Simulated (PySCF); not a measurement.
A structure optimised at r2SCAN-D4/def2-SVP, used in a PySCF frequency run:

```
Ge
H 1 1.5373
H 1 1.5373 2 108.08
H 1 1.5373 2 108.08 3 116.75
Cd 1 2.5222 2 110.83 3 -121.62
I 5 2.6234 3 154.91 1 -180.00
```

Task: Write its SMILES, formula and point group.

Result: [GeH3][Cd][I], CdGeH3I, C3v

Task: What are its rotational constants (standard atomic weights)?

Result: 80.945, 0.38745, 0.38745 GHz
